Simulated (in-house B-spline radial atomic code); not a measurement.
A run on an ion of nuclear charge 60 with 60.8 electrons that did not converge. Method: scalar-relativistic (X2C) revTPSS, spin-polarised, spherical fractional occupations, Fermi nucleus of rms radius 4.9123 fm; computed with an all-electron radial atomic-structure program (B-spline basis).

Command:
```bash
python run_scf.py task.json out
```
Settings (nuclear radius in fm, mass in u):
```
Z                60
configuration    [Xe] 4f4.8 6s2
hamiltonian      x2c
method           revtpss,revtpss
spin_polarised   True
nucleus          fermi
rms_radius       4.9123
atomic_mass      141.90773
speed_of_light   137.035999084
```

First and last ten iterations of the last attempt (damped for 15 steps, keeping 80 % of the old Fock matrix, then DIIS):
```
 iter        energy (Eh)    residual
    1       -9620.218122    1.55e-01
    2       -9606.088434    3.79e-01
    3       -9614.336875    2.32e-01
    4       -9620.771397    1.05e-01
    5       -9621.331317    6.11e-02
    6       -9621.534864    3.04e-02
    7       -9621.610142    2.05e-02
    8       -9614.522507    2.20e-01
    9       -9620.570187    1.29e-01
   10       -9621.278459    6.66e-02
  111       -9614.004900    2.31e-01
  112       -9613.106122    2.33e-01
  113       -9613.172119    2.32e-01
  114       -9613.206118    2.31e-01
  115       -9613.212915    2.31e-01
  116       -9600.171702    3.04e-01
  117       -9614.056030    2.30e-01
  118       -9532.025222    6.10e-01
  119       -9621.360353    9.40e-02
  120       -9572.586085    3.63e-01
 not converged after 120 iterations
```

The smallest residual met was 2.1e-02; the threshold is about 6e-07. No energy from this run should be used. The likely cause: this method binds the added charge weakly or not at all at the basis-set limit, so charge moves back and forth between the atom and the box. Run time, properties included: 3.9 s on 1 thread of Intel(R) Xeon(R) Platinum 8488C (shared host).
